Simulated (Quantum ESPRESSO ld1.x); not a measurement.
The numbers below are computed, except where a source is named.
Question: The aim is the bromine ion Br3+ in [Ar] 3d10 4s2 4p2. What will ld1.x (Quantum ESPRESSO 7.5) do with this input?

```
 &input
    zed=35.0,
    iswitch=1,
    rel=0,
    dft='BLYP',
    config='[Ar] 3d10 4s2 4p2 4p2',
    prefix='ld1',
    max_out_wfc=37,
    file_charge='ld1.rho',
 /
```

Answer: Refused. The program stops in el_config with "wavefunction 4P found too many times": a shell may stand twice only as spin up and down (lsd = 1) or as its two j (rel = 2, l > 0), within their capacities.

Output (excerpt):

```
     Program LD1 v.7.5 starts

 %%%%%%%%%%%%%%%%%%%%%%%%%%%%%%%%%%%%%%%%%%%%%%%%%%%%%%%%%%%%%%%%%%%%%%%%%%%%%%
     Error in routine el_config (9):
     wavefunction 4P found too many times
 %%%%%%%%%%%%%%%%%%%%%%%%%%%%%%%%%%%%%%%%%%%%%%%%%%%%%%%%%%%%%%%%%%%%%%%%%%%%%%

     stopping ...
```

Run on one thread of a shared host, so times are rough (Intel(R) Xeon(R) Processor @ 2.60GHz): 0.29 s of CPU time, 0.89 s wall.
